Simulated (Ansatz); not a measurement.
**Which is lower?**

Two relaxed structures of Zn2H2, singlet (PBE0-D4/def2-TZVP; forces vanish, vibrations not checked).

A:

```xyz
4
angstrom
Zn 0.4729 -0.9420 0.6145
Zn -0.4732 0.9423 -0.6138
H 1.0835 -2.1577 1.4061
H -1.0832 2.1574 -1.4068
```

B:

| atom | x (Å) | y (Å) | z (Å) |
| --- | --- | --- | --- |
| Zn1 | 0.5986 | -1.6882 | -1.2354 |
| Zn2 | -0.4785 | 1.1066 | 0.0035 |
| H3 | 0.8111 | -1.3836 | 1.9933 |
| H4 | 0.9128 | -1.4368 | 2.7318 |

Ansatz 0.2.0; basis: def2-TZVPP; cores frozen in the correlated methods. The 3s and 3p shells of Cu and Zn are frozen; filled d shells are correlated. B3LYP uses VWN-RPA correlation.

Task: Which structure is lower at CCSD(T), and by how much? (To be estimated.)

Result: The calculation gives: B, by 3.58 kcal/mol (electronic energy, against the other). By their contacts, A is Zn₂H₂ ([ZnH][ZnH]) and B is a complex of H₂ + Zn + Zn.

Task: Do the other methods give the same order? (A judgement: the text doesn't fix the answer.)

Result: The calculation gives: Not all: r2SCAN-D4, wB97M-V, MP2 give the other order.

```tsv
method	E(B) − E(A) (kcal/mol)
PBE-D4	-4.04
r2SCAN-D4	5.09
PBE0-D4	-0.13
B3LYP-D4	-9.33
wB97M-V	1.16
HF	-2.52
MP2	0.60
CCSD	-3.56
CCSD(T)	-3.58
```

The T1 diagnostic stays at or below 0.017.

Labels in which every atom is bracketed show which atoms are joined, not bond orders.

For scale, one of the runs: CCSD(T)/def2-TZVPP, 156 basis functions, launched by `ansatz run in.yaml --threads 2 --pin off --events-out ev --progress --plain --max-ram 4352MiB`. Time: 14 s of wall clock on 2 CPU threads of an Arm Neoverse V1; the host was shared. Peak host memory: 0.73 GiB.
